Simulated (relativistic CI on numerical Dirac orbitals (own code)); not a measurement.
Magnetism of Zn⁴⁺, 3d8, in a crystal field

Calculated by Dirac-Coulomb-Breit CI, orbitals from a KLI potential per configuration, model QED (radiative potential, 1s self-energy scaled to tabulated hydrogen-like ionisation energies), valence Slater integrals scaled by 0.8, one configuration in a parametric crystal field (own radial code).

Field parameters in Wybourne normalisation: Td as Oh with Dq negative (B⁴₀ = 21Dq, B⁴₄ = √(5/14) B⁴₀). The field is a parameter set, without covalency.

S is read from ⟨S²⟩ = S(S + 1).

Powder χT (cm³ K mol⁻¹) by Van Vleck's formula, with temperature-independent terms:

```csv
Field,2 K,5 K,10 K,20 K,50 K,100 K,200 K,300 K
"Td, 10Dq = -2200 cm⁻¹",0.0257,0.0642,0.128,0.257,0.642,1.28,2.28,2.81
"Td, 10Dq = -4000 cm⁻¹",0.0183,0.0456,0.0913,0.183,0.456,0.912,1.75,2.31
"Td, 10Dq = -5800 cm⁻¹",0.0154,0.0386,0.0772,0.154,0.386,0.772,1.5,2.05
"Td, 10Dq = -7550 cm⁻¹",0.014,0.035,0.0701,0.14,0.35,0.701,1.37,1.89
"Td, 10Dq = -9350 cm⁻¹",0.0131,0.0327,0.0655,0.131,0.327,0.655,1.29,1.79
"Td, 10Dq = -11100 cm⁻¹",0.0125,0.0312,0.0625,0.125,0.312,0.625,1.23,1.72
"Td, 10Dq = -12900 cm⁻¹",0.0121,0.0301,0.0603,0.121,0.301,0.602,1.19,1.67
"Td, 10Dq = -14650 cm⁻¹",0.0117,0.0293,0.0586,0.117,0.293,0.586,1.16,1.62
```

For Td, 10Dq = -7550 cm⁻¹: what effective moment follows at 300 K?

μ_eff = √(8χT) = 3.89 μB. The ground level has S = 1.00; the spin-only moment for S = 1 is 2.83 μB. The difference comes from the orbital moment, spin-orbit mixing of terms and temperature-independent paramagnetism, all larger in this ionic model than in covalent complexes. The ground level is a non-magnetic singlet, so χT starts at zero and rises through temperature-independent paramagnetism and the filling of excited levels.
